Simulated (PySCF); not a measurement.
C4H4ClF. Atoms are numbered in the order given.

```xyz
10

C     -0.0147    -2.9153     0.0000
C      0.6770    -1.7659     0.0000
C      0.0585    -0.4503     0.0000
F     -1.2794    -0.4384     0.0000
C      0.7437     0.7075     0.0000
Cl    -0.0157     2.2556     0.0000
H     -1.1069    -2.9165     0.0000
H      0.4965    -3.8800     0.0000
H      1.7709    -1.7710     0.0000
H      1.8334     0.7119     0.0000
```

The structure is a stationary point at B3LYP-D3(BJ)/def2-SVP. The values are those of a single conformer.

Level of theory: TDA-PBE/def2-SVPD (PySCF 2.14.0).

Vertical excitations. The molecule is in vacuum. State labels are in the subgroup Cs.

**Question.** Give excitation energies, oscillator strengths and character. (Estimate from the structure and the level; the computed values follow.)

**Answer.** 
| state | symmetry | energy (eV) | λ (nm) | f | main pairs |
|---|---|---|---|---|---|
| S1 | A' | 5.33 | 233 | 0.640 | HOMO→LUMO 69 %, HOMO−2→LUMO 16 % |
| S2 | A" | 5.50 | 225 | 0.001 | HOMO→LUMO+1 95 % |
| S3 | A" | 5.51 | 225 | 0.000 | HOMO−1→LUMO 98 % |
| S4 | A" | 5.90 | 210 | 0.000 | HOMO→LUMO+2 97 % |
| S5 | A' | 6.26 | 198 | 0.369 | HOMO−2→LUMO 39 %, HOMO→LUMO+3 34 %, HOMO→LUMO 17 % |
| S6 | A" | 6.63 | 187 | 0.008 | HOMO→LUMO+4 100 % |
| S7 | A" | 6.84 | 181 | 0.000 | HOMO→LUMO+5 88 % |
| S8 | A" | 6.92 | 179 | 0.001 | HOMO−3→LUMO 87 % |
| S9 | A' | 7.24 | 171 | 0.081 | HOMO−4→LUMO 73 % |
| S10 | A" | 7.34 | 169 | 0.000 | HOMO−2→LUMO+1 94 % |
| T1 | A' | 2.97 | 417 | 0 | HOMO→LUMO 98 % |
| T2 | A' | 4.88 | 254 | 0 | HOMO−2→LUMO 85 % |
| T3 | A" | 5.10 | 243 | 0 | HOMO→LUMO+1 99 % |
| T4 | A" | 5.41 | 229 | 0 | HOMO−1→LUMO 100 % |
Triplets are in the Tamm–Dancoff approximation.
